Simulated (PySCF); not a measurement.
A calculated (UHF, PySCF 2.14, aug-cc-pCVQZ, the non-relativistic Hamiltonian (point nucleus)) atom or ion has these occupied shells.

```
shell  electrons  orbital energy (eV)  rms radius, mean of both spins (bohr)
 1s α          1              -1343.2                                  0.152
 1s β          1              -1343.0                                  0.152
 2s α          1              -111.42                                  0.756
 2s β          1              -110.94                                  0.756
 2p α          3              -70.915                                  0.771
 2p β          3              -70.744                                  0.771
 3s α          1              -14.738                                   3.04
```

Problem. Name the element and its charge.

Solution. Mg⁺ (magnesium, charge +1), in [Ne] 3s1, 2S determinant.
